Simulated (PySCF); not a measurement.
## Calculated NMR parameters of CN(C)[SiH2][SiH]([SiH3])[SiH3]

```
Formula                               : C2H15NSi4
SMILES                                : CN(C)[SiH2][SiH]([SiH3])[SiH3]
Point group of the computed structure : C1
Degrees of unsaturation               : 0
Carbon signals                        : 1
Proton signals                        : 4
```

Atoms are numbered as in `[CH3:1][N:2]([CH3:3])[SiH2:4][SiH:5]([SiH3:6])[SiH3:7]` (H(Xn): hydrogen on atom n).

Computed data (PySCF 2.14): NMR shieldings at PBE0/pcSseg-1/GIAO, GFN2-xTB geometry. A single conformation, non-relativistic, isolated molecule, averaged over atoms made equivalent by symmetry, fast rotation or ring inversion.

Chemical shifts δ = σref − σ; 1H (31.72 ppm), 13C (186.93 ppm), 29Si (349.16 ppm) against TMS; 15N (267.73 ppm) against NH3, all at this level.

| carbon | δC, type | δH (multiplicity) | HMBC from (2–3 bonds) | span of the C tensor (ppm) |
| --- | --- | --- | --- | --- |
| C1/C3 | 43.7, CH3 | 2.63 (s) | H(Si4), H(C1)/H(C3) | 63 |

Other nuclei:
```
        atoms  nucleus                            environment  δ (ppm)  σ (ppm)
       H(Si4)       1H  hydrogen on a silicon bonded to N, Si     5.05    26.67
H(Si6)/H(Si7)       1H     hydrogen on a silicon bonded to Si     3.55    28.17
       H(Si5)       1H   hydrogen on a silicon bonded to 3 Si     3.43    28.28
          Si4     29Si           silicon bonded to N, Si, 2 H    -34.1    383.2
      Si6/Si7     29Si              silicon bonded to Si, 3 H   -113.7    462.8
          Si5     29Si              silicon bonded to 3 Si, H   -147.2    496.3
           N2      15N             nitrogen bonded to 2 C, Si     12.0    255.7
```

- Carbon types of the structure: 2 × CH3, leaving 9 H on heteroatoms.
- δC 43.7: methyl carbon bonded to N; pulled downfield by the heteroatom.
- δH 5.05: hydrogen on a silicon bonded to N, Si.
- δH 3.55: hydrogen on a silicon bonded to Si.
- δH 3.43: hydrogen on a silicon bonded to 3 Si.
- δH 2.63: hydrogen on a methyl carbon bonded to N; its carbon carries N, which withdraws density.

Shifts are as computed. Against solution values, carbons near 30 ppm lie about +3 ppm off and those near 130 ppm about +5 ppm. Of 1211 compounds with measured shifts, 218 miss one by over three times the rms of a fit or turn the order of signals round; such compounds aren't used in these exercises. Experimental scales use liquid or dissolved standards, which lie at an offset from isolated NH3 (liquid NH3: subtract about 20 ppm). No couplings were computed; multiplicities are counted from neighbouring protons, with m where these are inequivalent, close in shift, in a saturated or five-membered ring or joined by F or P, and br s for small geminal =CH2 splittings.
